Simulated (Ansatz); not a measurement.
Ansatz (a first-principles code) input (PBE/pcseg-1): A basis named .json is the Basis Set Exchange file of that set (core-valence sets with the plain set on hydrogen).

Ansatz 0.2 input:
```yaml
crystal:
  periodic: [false, false, false]
  atoms:
    - {symbol: Si, position_ang: [-0.01646950, 0.01731768, 0.93641135]}
    - {symbol: Cl, position_ang: [1.06105131, 1.22723111, -0.38986665]}
    - {symbol: Cl, position_ang: [-1.04748819, -1.24149273, -0.38129564]}
basis:
  gaussian:
    orbitals: pcseg-1.json
hamiltonian:
  xc: {name: PBE}
output: {forces: true}
magnetization: {spin_polarized: false}
```

Output:

```
Functional definition: PBE
integrals: 0.01 GiB planned
609 factors; their error is unknown
mean field: 0.13 GiB planned
mean field evaluation 1: about -32908.6461 eV, gradient 1.6e1 eV
mean field evaluation 2: about -32907.3388 eV, gradient 2.6e1 eV
mean field evaluation 4: about -32909.4038 eV, gradient 6.1e-1 eV
mean field evaluation 8: about -32909.3478 eV, gradient 1.5e-2 eV
mean field -32909.34778296 eV, -1209.3962242668 hartree, gradient 1.6e-5 eV, S^2 0.000000; 0 other end points of the search recorded, 0 dependent functions left out
the calculation of the forces begins
reference -32909.34781160 eV, -1209.3962253193 hartree; 24, 24 occupied and 30, 30 virtual orbitals, 609 factors
Total energy: -32909.34781160 eV, -1209.3962253193 hartree
Atom 0 at    -0.016470     0.017318     0.936411 Å, force    -0.008315     0.008743     0.472768 eV/Å
Atom 1 at     1.061051     1.227231    -0.389867 Å, force     0.220402     0.248812    -0.237263 eV/Å
Atom 2 at    -1.047488    -1.241493    -0.381296 Å, force    -0.212087    -0.257556    -0.235505 eV/Å
Dipole moment:    -0.003958     0.004162     0.225049 e Å
```
